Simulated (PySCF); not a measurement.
YOBr, SMILES [Y](=[O])[Br]. Geometry: PBE0-D3(BJ)/def2-TZVP. The def2 effective core potentials stand for the cores of Y; spin–orbit coupling is left out.

All values below come from PySCF with PBE0-D3(BJ)/def2-TZVP.

Harmonic wavenumbers (cm⁻¹): 113, 244, 879. Rotational constants (GHz): 17.65, 1.355, 1.259; symmetry number 1.

Q: Work out the zero-point energy and the ideal-gas rigid-rotor harmonic-oscillator thermochemistry at 298.15 K and 1 atm.

A: ZPE = ½ Σ hcν = ½ × 1236 cm⁻¹ = 7.39 kJ/mol. H − E(el) = 20.63 kJ/mol. Entropy in J/(mol K): translation 173.84, rotation 112.01, vibration 21.51, total 307.36. G − E(el) = -71.01 kJ/mol. Cp = 51.00 J/(mol K). Modes under 150 cm⁻¹ make the vibrational entropy uncertain.
